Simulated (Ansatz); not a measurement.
The cluster Ge₅H₃ (the lowest doublet isomer of a short search) was relaxed with PBE0-D4 (def2-SVP, def2-SVPD) in Ansatz in these states: charge -1 singlet, neutral doublet. The geometries follow in no particular order.

A:

```xyz
8

Ge    0.5433   -0.2245   -2.0300
Ge    1.6358   -0.8421    0.5664
Ge    0.6683    1.3648   -0.1259
Ge   -1.2859    1.2906    1.5170
Ge   -1.0865   -0.6274   -0.1579
H    -2.2875    2.0667    0.5231
H     1.7395   -1.3904   -1.0595
H     0.0729   -1.6377    0.7667
```

B:

```xyz
8

Ge   -0.0949    0.1747    2.1063
Ge   -0.2126    1.9077   -0.2141
Ge    1.5583    0.1666    0.2528
Ge    0.7748   -1.2874   -1.5321
Ge   -1.0870   -0.8037    0.0373
H     1.2603   -2.7708   -1.4035
H    -0.7039    1.8496    1.4304
H    -1.4950    0.7633   -0.6770
```

**Question.** Judge from the bond lengths which geometry belongs to which state (an estimate).

**Answer.** A is the charge -1 singlet (Ge3–Ge5 2.655 Å, Ge3–Ge4 2.554 Å, Ge4–Ge5 2.554 Å); B is the neutral doublet (Ge3–Ge5 2.826 Å, Ge3–Ge4 2.432 Å, Ge4–Ge5 2.483 Å).

These are the stationary points nearest to one start from a short search; other shapes may lie lower in each state.
